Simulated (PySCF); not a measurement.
**Structure and vertical S1–T1 gap**

Method used: TDA CAM-B3LYP/def2-TZVPD excited states, vertical, gas phase (PySCF). Geometry: PBE0-D3(BJ)/def2-TZVP.

Each molecule in one low-energy conformer.

Problem. How does the vertical S1–T1 gap change along this series?
- CC(Cl)=C=CCl (H replaced by CH3)
- ClC=C=C(Cl)Cl (H replaced by Cl)
- [SiH3]C(Cl)=C=CCl (H replaced by SiH3)

Solution. 
```
         molecule  S1 (eV)      S1 from  f(S1)  T1 (eV)                    T1 from  S1 − T1 (eV)  S0–T1 spin-orbit coupling (cm⁻¹)  S1–T1 spin-orbit coupling (cm⁻¹)
     CC(Cl)=C=CCl     5.12  HOMO→LUMO+1  0.000     4.10  HOMO→LUMO / HOMO−1→LUMO+1          1.02                             11.55                             73.32
    ClC=C=C(Cl)Cl     4.83    HOMO→LUMO  0.000     3.91                HOMO→LUMO+1          0.92                              4.80                             60.39
[SiH3]C(Cl)=C=CCl     4.88    HOMO→LUMO  0.000     4.00  HOMO−1→LUMO / HOMO→LUMO+1          0.88                              5.15                             74.09
```
The vertical S1–T1 gap is lowest for [SiH3]C(Cl)=C=CCl and highest for CC(Cl)=C=CCl.
